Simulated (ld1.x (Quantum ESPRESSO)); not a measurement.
## Configuration tests for In (Z = 49) (TM semilocal)

- Element: In
- Generator: ld1.x (Quantum ESPRESSO) 7.5
- Type: norm-conserving Troullier–Martins (semilocal form)
- Functional: LDA (PZ)
- Relativity: scalar-relativistic
- Frozen core: [Kr] 4d10
- Valence charge: 3
- Reference configuration: 5s2 5p0 (charge +1)
- Partial waves: 5p (bound, empty): rc 1.90 bohr; 5s (bound): rc 1.80 bohr
- Local potential: the s channel
- Core correction: a·sin(br)/r model core, default radius (core density twice the valence density)

Energies are relative to the spin-unpolarised reference configuration 5s2 5p0; without spin polarisation the order of configurations can differ from experiment. Spin-polarised rows fill each open shell by Hund’s rule, majority spin first. The frozen-core shift is the all-electron ΔE with the core orbitals held at their reference shape minus the fully relaxed ΔE.

```tsv
valence configuration	charge	ΔE all-electron (eV)	error AE − PS (meV)	frozen-core shift (meV)
5s2 5p1	0	-5.595	-11	+14
5s1 5p0	+2	19.661	-110	+134
5s0 5p3	0	6.568	-19	+30
5s2 5p1.3	-0.3	-6.177	-13	+18
5s1 5p2	0	0.344	-1.3	+3.0
5s2 5p1 (spin-polarised)	0	-5.711	-11	+15
5s1 5p0 (spin-polarised)	+2	19.437	-111	+147
```

**Question.** What are ΔE and the potential's error for 5s1 5p1?

**Answer.** ΔE = 6.695 eV all-electron; the error (AE − PS) is -14 meV.

**Question.** What are ΔE and the potential's error for 5s2 5p0.5?

**Answer.** ΔE = -3.549 eV all-electron; the error (AE − PS) is -3.8 meV.

Levels in the configuration 5s0 5p3:

| level | all-electron (eV) | pseudo (eV) |
| --- | --- | --- |
| 5p | -3.994 | -4.006 |
